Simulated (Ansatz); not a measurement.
HI, charge +1, doublet, at a GFN2-xTB geometry (a state made from the parent by changing its charge; the spin is typed, not shown lowest) (core potentials on I), atoms displaced at random by about 0.03 Å a coordinate; HF/def2-TZVP, gradient in Ansatz (an electronic-structure program).

Input for Ansatz:
Ansatz 0.2 input:
```yaml
crystal:
  periodic: [false, false, false]
  atoms:
    - {symbol: I, position_ang: [0.00814154, -0.00055485, -0.03910675]}
    - {symbol: H, position_ang: [-0.00097396, 0.00019276, 1.62991934]}
basis:
  gaussian:
    orbitals: def2-TZVP
hamiltonian:
  xc: hf
total_charge: 1
magnetization: {spin_polarized: true, initial_magnetization: 1}
output: {forces: true}
```

What the program printed (banner, timings and long lists left out):

```
Functional definition: HF
532 factors; integrals over basis functions are off by at most 8.6e-4 eV
mean field evaluation 1: about -8078.2843 eV, gradient 8.1e0 eV
mean field evaluation 2: about -8078.2879 eV, gradient 8.1e0 eV
mean field evaluation 4: about -8078.7232 eV, gradient 1.1e0 eV
mean field evaluation 8: about -8078.7349 eV, gradient 2.6e-4 eV
mean field -8078.73492502 eV, -296.8880325312 hartree, gradient 1.5e-5 eV, S^2 0.761843; 0 other end points of the search recorded, 0 dependent functions left out
the calculation of the forces begins
reference -8078.73492502 eV, -296.8880325312 hartree; 13, 12 occupied and 43, 44 virtual orbitals, 532 factors
Total energy: -8078.73492502 eV, -296.8880325312 hartree
Atom 0 at     0.008142    -0.000555    -0.039107 Å, force    -0.005263     0.000432     0.963624 eV/Å
Atom 1 at    -0.000974     0.000193     1.629919 Å, force     0.005263    -0.000432    -0.963624 eV/Å
Dipole moment:    -0.001314     0.000108     0.240628 e Å
```
